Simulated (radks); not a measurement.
Ni+, 27 electrons, occupied as [Ar] 3d7.5 4p1.5 (fractional occupations, a model configuration). All-electron calculation, scalar-relativistic Kohn-Sham, PBE, spin-unpolarised, spherical densities, point nucleus. Program: a radial shooting solver on a logarithmic mesh with Libxc functionals.

Unscreened Slater integrals over Kohn-Sham orbitals (eV).

F0(4p,4p): 8.0482
F2(4p,4p): 4.2093
F0(4p,3d): 10.431
F2(4p,3d): 2.1408
G1(4p,3d): 0.91035
G3(4p,3d): 0.74473
F0(4p,3p): 10.580
F2(4p,3p): 1.7068
G0(4p,3p): 0.40734
G2(4p,3p): 0.46217
F0(4p,3s): 10.609
G1(4p,3s): 0.46377
F0(3d,3d): 26.809
F2(3d,3d): 12.278
F4(3d,3d): 7.6151
F0(3d,3p): 28.993
F2(3d,3p): 13.606
G1(3d,3p): 16.827
G3(3d,3p): 10.187
F0(3d,3s): 29.589
G2(3d,3s): 12.754
F0(3p,3p): 31.760
F2(3p,3p): 15.866
F0(3p,3s): 32.454
G1(3p,3s): 21.484
F0(3s,3s): 33.211

Derived for the open shells (J is the average intra-shell exchange parameter used in DFT+U). 3d: Racah B = F2/49 - 5 F4/441 = 0.1642 eV, C = 35 F4/441 = 0.6044 eV, C/B = 3.68, F4/F2 = 0.620, J = (F2 + F4)/14 = 1.421 eV. 4p: J = F2/5 = 0.8419 eV.
